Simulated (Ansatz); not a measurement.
`C[N]([GeH3])BF` + H–F → `FBF` + `C[NH][GeH3]` at 500 K and 1 bar (ligand exchange at a B–N bond).

Calculated with Ansatz (gas phase, PBE0-D4/def2-TZVP geometries, no zero-point term in ΔE). CCSD(T)/CBS is the MP2 limit (def2-TZVPP, def2-QZVPP) plus CCSD(T) − MP2 in def2-TZVPP, frozen cores. This one scheme is used for every species. For Ge outer-core shells are correlated without core-valence functions, which leaves a few kJ/mol of doubt a bond. Scalar relativity is left out up to krypton. One conformer a species, not always the lowest.

| species | CCSD(T)/CBS energy (Eh) | H − E (kJ/mol) | S (J/(mol·K)) |
| --- | --- | --- | --- |
| `C[N]([GeH3])BF` | -2297.75856 | 270.5 | 430.5 |
| H–F | -100.39570 | 39.4 | 188.7 |
| `FBF` | -225.09427 | 67.7 | 269.5 |
| `C[NH][GeH3]` | -2173.06430 | 241.1 | 362.9 |

H − E and S are ideal-gas, rigid-rotor, harmonic terms from PBE0-D4/def2-TZVP, for one conformer and one mirror image of each species. 1 Eh = 2625.50 kJ/mol, R = 8.31446 J/(mol·K).

**Question.** By hand: ΔE, ΔH, ΔS and ΔG.

**Answer.** ΔE = (-225.09427) + (-2173.06430) − (-2297.75856) − (-100.39570) = -0.00431 Eh = -11.3 kJ/mol. Δ(H − E) = 67.7 + 241.1 − 270.5 − 39.4 = -1.1, so ΔH = -12.4 kJ/mol. ΔS = 269.5 + 362.9 − 430.5 − 188.7 = 13.2 J/(mol·K). ΔG = -12.4 − 500 × (13.2)/1000 = -19.0 kJ/mol.

**Question.** By hand: the equilibrium constant, and the temperature at which ΔG would vanish if ΔH and ΔS stayed fixed.

**Answer.** log₁₀ K = −ΔG/(RT ln 10) = 2.0. ΔH and −TΔS have one sign here, so there is no such temperature.

TΔS isn't small against ΔH here. A doubt of 5 kJ/mol in ΔE shifts log₁₀ K by 0.5 here. Other conformers and mirror images would add mixing entropy, several J/(mol·K) or more a flexible species. Modes under 60 cm⁻¹, often nearly free rotors, make the harmonic entropy too high. These are equilibria of isolated gas molecules and say nothing of rates. Largest T1 diagnostic: 0.013 (customary marks: 0.02 for closed shells, 0.045 for open ones).
